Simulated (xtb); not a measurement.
carbon tetrabromide (CBr$_{4}$), singlet, from a rough starting geometry; GFN2-xTB in xtb 6.7.1.

Input for xtb:
```
$ xtb mol.xyz --gfn 2 --opt vtight --json

# file mol.xyz
5

Br     1.90754880    -0.39773316    -0.15616927
C     -0.09664736    -0.02335129     0.08633905
Br    -0.29999184     1.91082032    -0.42788350
Br    -0.57793634    -0.38508806     1.81408240
Br    -1.01765325    -1.07698485    -1.22140848
```

What the program printed (banner, timings and long lists left out):

```
   ID    Z sym.   atoms
    1   35 Br     1, 3-5
    2    6 C      2

           -------------------------------------------------
          |                Calculation Setup                |
           -------------------------------------------------

           -------------------------------------------------
          |                 G F N 2 - x T B                 |
           -------------------------------------------------

          ...................................................
          :                      SETUP                      :
          :.................................................:
          :  # basis functions                  44          :
          :  # atomic orbitals                  40          :
          :  # shells                           14          :
          :  # electrons                        32          :
          :  max. iterations                   250          :
          :  Hamiltonian                  GFN2-xTB          :
          :  restarted?                      false          :
          :  GBSA solvation                  false          :
          :  PC potential                    false          :
          :  electronic temp.          300.0000000     K    :
          :  accuracy                    1.0000000          :
          :  -> integral cutoff          0.2500000E+02      :
          :  -> integral neglect         0.1000000E-07      :
          :  -> SCF convergence          0.1000000E-05 Eh   :
          :  -> wf. convergence          0.1000000E-03 e    :
          :  Broyden damping             0.4000000          :
          :  net charge                          0          :
          :  unpaired electrons                  0          :
          ...................................................

 iter      E             dE          RMSdq      gap      omega  full diag
   1    -18.2130782 -0.182131E+02  0.107E+01    4.10       0.0  T
   2    -18.2116858  0.139240E-02  0.160E+01    2.67       1.0  T
   3    -18.2683212 -0.566354E-01  0.145E+01    2.72       1.0  T
   4    -18.4460916 -0.177770E+00  0.179E+00    3.00       1.0  T
   5    -18.4464407 -0.349093E-03  0.893E-01    2.95       1.0  T
   6    -18.4465699 -0.129251E-03  0.252E-01    2.98       1.0  T
   7    -18.4466270 -0.570847E-04  0.120E-01    2.97       1.0  T
   8    -18.4466365 -0.950524E-05  0.617E-02    2.97       1.0  T
   9    -18.4466363  0.207974E-06  0.761E-02    2.97       1.0  T
[...]
 * total energy  :   -18.4241824 Eh     change       -0.2999734E-09 Eh
 * total energy  :   -18.4253529 Eh     change       -0.1170465E-02 Eh
 * total energy  :   -18.4285335 Eh     change       -0.3180593E-02 Eh
 * total energy  :   -18.4286987 Eh     change       -0.1651590E-03 Eh
 * total energy  :   -18.4289341 Eh     change       -0.2354666E-03 Eh
 * total energy  :   -18.4289359 Eh     change       -0.1772449E-05 Eh
 * total energy  :   -18.4290760 Eh     change       -0.1401415E-03 Eh
 * total energy  :   -18.4290119 Eh     change        0.6415392E-04 Eh
 * total energy  :   -18.4291018 Eh     change       -0.8989337E-04 Eh
 * total energy  :   -18.4291019 Eh     change       -0.1210535E-06 Eh
 * total energy  :   -18.4291023 Eh     change       -0.4453031E-06 Eh
 * total energy  :   -18.4291024 Eh     change       -0.3164530E-07 Eh
   *** GEOMETRY OPTIMIZATION CONVERGED AFTER 12 ITERATIONS ***
         :: total energy             -18.429102379725 Eh    ::
[...]
       ...                                ...                  ...
        40                          0.5420063              14.7487
      -------------------------------------------------------------
                  HL-Gap            0.1214540 Eh            3.3049 eV
             Fermi-level           -0.4009131 Eh          -10.9094 eV

     #   Z          covCN         q      C6AA      α(0)
     1  35 Br       1.876    -0.054   186.521    22.021
     2   6 C        3.660     0.216    17.454     5.995
     3  35 Br       1.876    -0.054   186.521    22.021
     4  35 Br       1.876    -0.054   186.522    22.021
     5  35 Br       1.875    -0.054   186.525    22.021

 Mol. C6AA /au·bohr⁶  :       3455.139163
 Mol. C8AA /au·bohr⁸  :     208588.451992
 Mol. α(0) /au        :         94.077597

Wiberg/Mayer (AO) data.
largest (>0.10) Wiberg bond orders for each atom

 ---------------------------------------------------------------------------
     #   Z sym  total        # sym  WBO       # sym  WBO       # sym  WBO
 ---------------------------------------------------------------------------
     1  35 Br   1.150 --     2 C    0.987
     2   6 C    3.948 --     1 Br   0.987     3 Br   0.987     4 Br   0.987
                             5 Br   0.987
     3  35 Br   1.150 --     2 C    0.987
     4  35 Br   1.150 --     2 C    0.987
     5  35 Br   1.149 --     2 C    0.987
 ---------------------------------------------------------------------------

Topologies differ in total number of bonds
Writing topology from bond orders to xtbtopo.mol

molecular dipole:
                 x           y           z       tot (Debye)
 q only:        0.000       0.000       0.000
   full:       -0.000      -0.000      -0.000       0.001
molecular quadrupole (traceless):
                xx          xy          yy          xz          yz          zz
 q only:        0.001      -0.001      -0.000      -0.001      -0.001      -0.001
  q+dip:       -0.002       0.002       0.000       0.002       0.002       0.002
   full:       -0.002       0.002       0.001       0.002       0.002       0.001

optimized geometry written to: xtbopt.xyz

           -------------------------------------------------
          | TOTAL ENERGY              -18.429102379725 Eh   |
          | GRADIENT NORM               0.000077428682 Eh/α |
          | HOMO-LUMO GAP               3.304932904259 eV   |
           -------------------------------------------------

normal termination of xtb
```
